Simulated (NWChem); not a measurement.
System meant: C2H6OSi; SMILES O=C(C)[SiH3]

The following NWChem deck was run.

```
start job
memory heap 200 mb stack 900 mb global 1100 mb
geometry units angstroms noautoz
  C     -1.068579     1.450562     0.000000
  C      0.139094     0.552839     0.000000
  O      1.269155     0.985089     0.000000
  Si    -0.043709    -1.384354     0.000000
  H     -1.694413     1.239954     0.883215
  H     -1.694413     1.239954    -0.883215
  H     -0.757116     2.504703     0.000000
  H      0.642923    -1.899958    -1.219651
  H      0.642923    -1.899958     1.219651
  H     -1.470172    -1.835815     0.000000
end
basis spherical
  C library def2-svp
  O library def2-svp
  Si library def2-svp
  H library def2-svp
end
dft
  xc b3lyp
  iterations 4
  mulliken
end
task dft energy
```

End of the output:

```
    Atom       Charge   Shell Charges
 -----------   ------   -------------------------------------------------------
    1 C    6     6.09   1.96  0.59  0.30  1.91  1.25  0.07
    2 C    6     6.05   1.97  0.65  0.35  1.81  1.09  0.19
    3 O    8     8.14   1.97  0.93  0.64  2.69  1.86  0.03
    4 Si  14    13.58   2.00  1.93  0.68  0.35  5.82  1.33  1.23  0.24
    5 H    1     0.96   0.63  0.26  0.07
    6 H    1     0.96   0.63  0.26  0.07
    7 H    1     0.97   0.63  0.27  0.07
    8 H    1     1.08   0.64  0.42  0.02
    9 H    1     1.08   0.64  0.42  0.02
   10 H    1     1.10   0.65  0.43  0.02

 center of mass
 --------------
 x =   0.10856826 y =   0.01371491 z =   0.00000000

 moments of inertia (a.u.)
 ------------------
         438.417232681826           0.000000000000           0.000000000000
           0.000000000000         190.965202604189           0.000000000000
           0.000000000000           0.000000000000         596.737745096221

     Multipole analysis of the density
     ---------------------------------

     L   x y z        total         alpha         beta         nuclear
     -   - - -        -----         -----         ----         -------
     0   0 0 0     -0.000000    -20.000000    -20.000000     40.000000

     1   1 0 0     -0.922867     -0.461434     -0.461434      0.000000
     1   0 1 0     -0.109034     -0.054517     -0.054517      0.000000
     1   0 0 1     -0.000000     -0.000000     -0.000000      0.000000

     2   2 0 0    -26.673913    -65.117695    -65.117695    103.561478
     2   1 1 0     -2.254062      3.763226      3.763226     -9.780514
     2   1 0 1     -0.000000     -0.000000     -0.000000      0.000000
     2   0 2 0    -24.772818   -135.891249   -135.891249    247.009681
     2   0 1 1     -0.000000     -0.000000     -0.000000      0.000000
     2   0 0 2    -24.045905    -20.120760    -20.120760     16.195614

 ------------------------------------------------------------------------
 dft energy failed                                                                                  0
 ------------------------------------------------------------------------
 ------------------------------------------------------------------------
  current input line :
    26: task dft energy
 ------------------------------------------------------------------------
 ------------------------------------------------------------------------
 This type of error is most commonly associated with calculations not reaching convergence criteria
 ------------------------------------------------------------------------
 For more information see the NWChem manual at https://nwchemgit.github.io

0:dft energy failed:Received an Error in Communication
```

Problem. What is wrong, and how is it mended?

Solution. Convergence was not reached. Cause: the SCF was allowed too few iterations. This input runs:
```
start job
memory heap 200 mb stack 900 mb global 1100 mb
geometry units angstroms noautoz
  C     -1.068579     1.450562     0.000000
  C      0.139094     0.552839     0.000000
  O      1.269155     0.985089     0.000000
  Si    -0.043709    -1.384354     0.000000
  H     -1.694413     1.239954     0.883215
  H     -1.694413     1.239954    -0.883215
  H     -0.757116     2.504703     0.000000
  H      0.642923    -1.899958    -1.219651
  H      0.642923    -1.899958     1.219651
  H     -1.470172    -1.835815     0.000000
end
basis spherical
  C library def2-svp
  O library def2-svp
  Si library def2-svp
  H library def2-svp
end
dft
  xc b3lyp
  iterations 150
  mulliken
end
task dft energy
```
It converges to -444.33179 Ha (B3LYP/def2-SVP).
